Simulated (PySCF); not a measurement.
HO₄S, SMILES [O]S(=O)(=O)O, multiplicity 2. Atoms are numbered in the order given.

```xyz
6

O      0.3813     0.8778    -1.1527
S     -0.1103     0.0443     0.0000
O      0.3813     0.8778     1.1527
O     -1.4933    -0.3750     0.0000
O      0.7398    -1.3300     0.0000
H      1.6927    -1.1140     0.0000
```
Charge 0, spin multiplicity 2.

Coordinates come from a TPSSh-D3(BJ)/def2-SVP optimisation. The isomer is the one that the SMILES or the coordinates give; other isomers of the formula were not compared. One conformer was computed; it need not be the lowest.

Two levels are set side by side: PBE/pcH-1 (PySCF) and PBE0/pcH-1 (PySCF). Contact hyperfine couplings, same geometry. Differences are taken from unrounded values.

```
quantity                       PBE0    PBE  PBE minus PBE0
----------------------------  -----  -----  --------------
A(iso) of 17O, atom O1 (MHz)  -18.9  -10.6             8.3
A(iso) of 33S, atom S2 (MHz)  -22.8  -19.3             3.5
A(iso) of 17O, atom O3 (MHz)  -18.9  -10.6             8.3
A(iso) of 17O, atom O4 (MHz)   -1.4   -1.0             0.4
A(iso) of 17O, atom O5 (MHz)    3.6    3.2            -0.4
A(iso) of 1H, atom H6 (MHz)    -0.8   -1.0            -0.2
```

Rough cost on one machine, each run with all the roots and properties that it gave: PBE0 against PBE within a factor of 2.
